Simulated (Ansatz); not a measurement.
Relaxation of CH4AlFO (8 atoms, charge 0, multiplicity 1), to a largest force component of 0.02 eV/Å in at most 50 steps.

All numbers below come from Ansatz 0.2.0, RKS PBE0-D4/6-31G*.

```xyz
8
Properties=species:S:1:pos:R:3
O 0.612 1.426 -0.432
C 0.459 0.403 0.459
F 1.699 -0.033 0.770
Al -0.472 -1.099 -0.371
H -0.323 1.907 -0.475
H -0.052 0.746 1.390
H -0.753 -2.454 0.462
H -1.079 -0.953 -1.859
```

Problem. Where does it end, and by what steps?

Solution. The run converged. After 25 steps the energy has fallen by 1.120 eV; H5 moved furthest, 1.06 Å. Parted: C2–F3. Joined: F3–Al4.

```
step  energy less start (eV)  largest force component (eV/Å)  accepted
   0                  0.0000                           3.087       yes
   1                 -0.2739                           1.097       yes
   2                 -0.3124                           0.359       yes
   3                 -0.3195                           0.100       yes
   4                 -0.3237                           0.549       yes
   5                 -0.3506                           0.171       yes
   6                 -0.3705                           0.900       yes
   7                 -0.4649                           0.915       yes
   8                 -0.5646                           0.856       yes
   9                 -0.5940                           0.630       yes
  10                 -0.6116                           0.374       yes
  11                 -0.6243                           0.209       yes
  12                 -0.6371                           0.214       yes
  13                 -0.6519                           0.545       yes
  14                 -0.6812                           0.544       yes
  15                 -0.7401                           0.595       yes
  16                 -0.8411                           0.973       yes
  17                 -0.9256                           1.912       yes
  18                 -1.0158                           0.883       yes
  19                 -1.0953                           0.411       yes
  20                 -1.1050                           0.416       yes
  21                 -1.1097                           0.364       yes
  22                 -1.1131                           0.211       yes
  23                 -1.1197                           0.051       yes
  24                 -1.1201                           0.020       yes
  25                 -1.1202                           0.013       yes
```

```xyz
8
Properties=species:S:1:pos:R:3
O -0.048 1.694 -0.367
C -0.190 0.644 0.378
F 1.374 -0.700 0.042
Al -0.234 -1.263 -0.358
H 0.417 2.428 0.074
H 0.139 0.803 1.415
H -0.833 -2.316 0.683
H -0.533 -1.347 -1.923
```

Whether the end is a true minimum wasn't checked by a vibrational analysis.

The run took 79 s on 1 thread of Arm Neoverse V1, on a shared host, peak memory 0.16 GiB.
